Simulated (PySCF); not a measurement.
Spectrum to structure. Theory: TDDFT B3LYP/def2-SVPD, vertical, gas phase, core orbitals frozen in the response in PySCF 2.14.0, density-fitted response routines. Geometries: PBE0-D3(BJ)/def2-SVP, one conformer each.

```tsv
state	E (eV)	f	main configurations (H = HOMO, L = LUMO)
S1	4.76	0.0035	H→L (94%)
S2	5.15	0.0012	H-2→L (89%)
S3	5.94	0.294	H-1→L (79%)
S4	6.41	0.027	H-3→L (73%), H-5→L (17%)
S5	6.52	0.0001	H-5→L (66%), H-3→L (20%), H-4→L (10%)
S6	6.66	0.026	H-4→L (86%), H-5→L (13%)
S7	6.88	0.0061	H→L+1 (96%)
S8	7.14	0.0046	H-6→L (94%)
S9	7.23	0.031	H-1→L+1 (85%)
S10	7.35	0.013	H-2→L+1 (90%)
```

**Question.** Which structure fits? All have the formula C7H13B.
A. `BC(=C)C(=C)CCC`
B. `C=CB1CCCCC1`
C. `C=C1CC[C@H]1B(C)C`

**Answer.** B. Its S1 lies at 4.76 eV; the nearest of the others has S1 at 5.35 eV. S1 is HOMO→LUMO (94%). Löwdin shares by element: HOMO carbon 40% or more, boron 18% (atoms not listed hold the other 42%); LUMO carbon 54% or more, boron 25% (atoms not listed hold the other 21%). At the same level the other candidates give, for their lowest levels:
- `C=C1CC[C@H]1B(C)C`: 5.35 eV (f 0.112); 6.12 eV (f 0.001); 6.19 eV (f 0.002); 6.39 eV (f 0.020); 6.53 eV (f 0.071); T1 3.97 eV; HOMO -6.70, LUMO -0.68 eV
- `BC(=C)C(=C)CCC`: 4.00 eV (f 0.043); 5.14 eV (f 0.001); 5.32 eV (f 0.012); 5.63 eV (f 0.250); 5.99 eV (f 0.100); HOMO -6.72, LUMO -2.19 eV
Triplets come from the Tamm–Dancoff approximation.
